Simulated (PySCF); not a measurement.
**Name the molecule from its bond curve**

A diatomic of charge 0 contains P. Its triplet curve at PBE0 in a triple-zeta basis (no relativity, PySCF), in eV from the separated fragments:

(R (Å), E (eV)): (2.116, -1.575), (2.214, -1.918), (2.312, -2.105), (2.386, -2.169), (2.460, -2.186), (2.534, -2.166), (2.632, -2.097), (2.755, -1.964), (2.903, -1.764), (3.100, -1.469)

The fit gives ωe = 296 cm⁻¹ and the rotational constant Bₑ = 0.1311 cm⁻¹.

Task: Which atom is the partner?

Result: The minimum lies at 2.453 Å, so the reduced mass is 16.8576 u Å² cm⁻¹/(Bₑ·Re²) = 21.37 u. With P at 30.97 u the partner weighs about 68.9 u: Ga. The molecule is GaP.

Spin–orbit coupling is left out. The state was picked by a PBE0 search and need not be the measured ground state.
